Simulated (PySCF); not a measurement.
Species: B₃H₆NO.
Numbering: `[BH2:1][NH:2][BH:3][O:4][BH2:5]` (hydrogens: H6, H7 on B1; H8 on N2; H9 on B3; H10, H11 on B5)

Computed by this run: PBE0-D3(BJ)/def2-SVP geometry optimisation, gas phase (PySCF 2.14.0); density fitting, grid level 1; the optimiser is geomeTRIC in internal coordinates, started from a GFN2-xTB structure with every atom displaced at random (about 0.01 Å).

At the end of the run (lengths in Å): B3–O4 1.347, B1–H6 1.207, B5–H10 1.211, B3–H9 1.205, B1–H7 1.209, N2–B3 1.431, B1–N2 1.411, B3–O4–B5 176.6°, B1–N2–B3 125.9°, N2–B3–O4 119.6°, B1–N2–B3–O4 180°, H9–B3–N2–B1 0°, H6–B1–N2–B3 0°.

Question: These geometries were met on the way; a selection of coordinates is given. Order them by energy above the end point, lowest first.
A. B3–O4 1.262, B1–H6 1.135, B5–H10 1.167, B3–H9 1.165, B1–H7 1.182, N2–B3 1.449, B1–N2 1.427, B3–O4–B5 179.5°, B1–N2–B3 128.7°, N2–B3–O4 119.3°, B1–N2–B3–O4 180°, H9–B3–N2–B1 1°, H6–B1–N2–B3 1°
B. B3–O4 1.360, B1–H6 1.210, B5–H10 1.213, B3–H9 1.204, B1–H7 1.209, N2–B3 1.429, B1–N2 1.412, B3–O4–B5 178.2°, B1–N2–B3 125.1°, N2–B3–O4 119.7°, B1–N2–B3–O4 -174°, H9–B3–N2–B1 6°, H6–B1–N2–B3 -3°
C. B3–O4 1.373, B1–H6 1.220, B5–H10 1.218, B3–H9 1.205, B1–H7 1.209, N2–B3 1.422, B1–N2 1.409, B3–O4–B5 178.4°, B1–N2–B3 126.7°, N2–B3–O4 119.1°, B1–N2–B3–O4 -171°, H9–B3–N2–B1 8°, H6–B1–N2–B3 -5°

Answer: B (0.009 eV), C (0.028 eV), A (0.338 eV).

```
step  E above end (eV)  rms distance from the end, all atoms (Å)  largest force (eV/Å)  rms shift of all bonds from the end (Å)
   2             0.009                                     0.054                 0.612                                    0.004
   1             0.028                                     0.085                 1.132                                    0.010
   0             0.338                                     0.078                 4.601                                    0.042
```

Rows stand in the order of the answer.
